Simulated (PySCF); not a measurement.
Level of theory: B3LYP-D3(BJ)/def2-TZVP // r2SCAN-D4/def2-SVP run with PySCF 2.14.0. Gas-phase values, no solvent. One relaxed conformer stands for a flexible species; it need not be the lowest. B3LYP has the VWN-RPA correlation part, as in Gaussian. 

Reference species: [Co(H2O)4(NH3)2]3+ (lower singlet) (charge +3, multiplicity 1).

```json
{
 "HOMO–LUMO gap": "5.41 eV",
 "LUMO": "-17.29 eV",
 "charge on the central atom (meta-Löwdin)": "1.28 e",
 "HOMO": "-22.70 eV"
}
```

After one change: the HOMO–LUMO gap rises by 0.52 eV; the LUMO goes up by 1.35 eV; the charge on the central atom (meta-Löwdin) decreases by 0.17 e; the HOMO increases by 0.83 eV.

Problem. Which change was made? The new species is one of these.
A. [Co(H2O)2(NH3)4]3+ (lower singlet)
B. [Co(H2O)(NH3)5]3+ (lower singlet)
C. [Co(H2O)6]3+ (near-degenerate singlet)
D. [Co(NH3)6]3+ (lower singlet)

Solution. B, [Co(H2O)(NH3)5]3+ (lower singlet)
